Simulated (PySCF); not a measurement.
Species: C6H7F3.
Geometry (GFN2-xTB, Å), atoms numbered from 1 in this order:
```
atom  x, y, z in Å
F1     1.754    0.462   -1.354
C2     0.475    0.782   -1.004
C3    -0.533   -0.370   -0.848
F4    -1.173   -0.883   -1.929
C5     0.217   -1.355    0.053
C6     0.753   -0.346    1.094
C7     0.161    0.932    0.495
F8     0.413    2.097    1.144
C9    -1.282    0.525    0.153
H10    0.149    1.608   -1.635
H11    1.012   -1.863   -0.489
H12   -0.456   -2.096    0.479
H13    1.841   -0.305    1.119
H14    0.379   -0.525    2.100
H15   -1.858    1.316   -0.317
H16   -1.858    0.031    0.928
```

NICS = −σ at a ghost point: NICS(0) at the centroid of the ring atoms, NICS(1) 1 Å to either side along the normal of their mean plane, zz for the tensor component along that normal. Level: GIAO PBE0/pcSseg-1 (PySCF, non-relativistic, gas phase) on the GFN2-xTB geometry, one conformer.

Ring bond lengths (Å), with Mayer bond orders in brackets: C2–C3 1.538 (0.90), C3–C5 1.531 (1.01), C5–C6 1.546 (0.99), C6–C7 1.531 (1.01), C7–C2 1.538 (0.90); C2–C3 1.538 (0.90), C3–C9 1.538 (0.92), C9–C7 1.538 (0.92), C7–C2 1.538 (0.90).

Question: Give the NICS values of each ring in ppm.

Answer: 
| ring | type | NICS(0) | NICS(1), two faces | NICS(1)zz, two faces | rms pucker (Å) | centre to ring atoms, mean (Å) |
| --- | --- | --- | --- | --- | --- | --- |
| C2–C3–C5–C6–C7 | 5-membered carbocycle; formal bonds all single | -12.8 | -22.2 / -3.6 | -18.4 / -5.5 | 0.33 | 1.23 |
| C2–C3–C9–C7 | 4-membered carbocycle; formal bonds all single | -18.9 | -7.1 / -16.1 | -4.5 / -25.3 | 0.25 | 1.06 |

Question: What do they say, and how far can they be read as aromaticity?

Answer: 
- C2–C3–C5–C6–C7: mean NICS(1)zz -12.0 ppm, shielded. C2, C3, C5, C6, C7 have four or more neighbours; no verdict on aromaticity is drawn. The two faces differ by 12.9 ppm, so no symmetry operation interchanges them.
- C2–C3–C9–C7: mean NICS(1)zz -14.9 ppm, shielded. C2, C3, C7, C9 have four or more neighbours; no verdict on aromaticity is drawn. The two faces differ by 20.8 ppm, so no symmetry operation interchanges them. NICS(0) lies 7 ppm below the mean NICS(1).

Question: What field does 11.7 T along the ring normal induce along that normal at the second NICS(1) probe listed for ring C2–C3–C9–C7, 1 Å off the ring?

Answer: NICSzz × B0 = -25.3 ppm × 11.7 T = -296 μT, against the applied field.

Question: List the ring angles and the Hirshfeld charges of the ring atoms.

Answer: 
- C2–C3–C5–C6–C7: C2 80.8° (+0.041 e), C3 102.8° (+0.094 e), C5 98.4° (-0.078 e), C6 98.4° (-0.078 e), C7 102.8° (+0.094 e); sum 483.2° against 540° for a flat convex ring.
- C2–C3–C9–C7: C2 80.8° (+0.041 e), C3 87.1° (+0.094 e), C9 80.9° (-0.092 e), C7 87.1° (+0.094 e); sum 335.9° against 360° for a flat convex ring.

Question: What are the shieldings of the ring atoms and their hydrogens in the same run (means over atoms taken as equivalent)?

Answer: 
```csv
atoms,environment,σ isotropic (ppm)
C2,sp3 C–F carbon,91.5
C3 (×2),sp3 C–F carbon,93.6
C5 (×2),ring CH2 carbon,155.9
C9,four-membered-ring carbon,148.5
H10,methine hydrogen,26.99
H11 (×2),methylene hydrogen,29.32
H12 (×2),methylene hydrogen,29.77
H15,methylene hydrogen,30.11
H16,methylene hydrogen,29.96
```
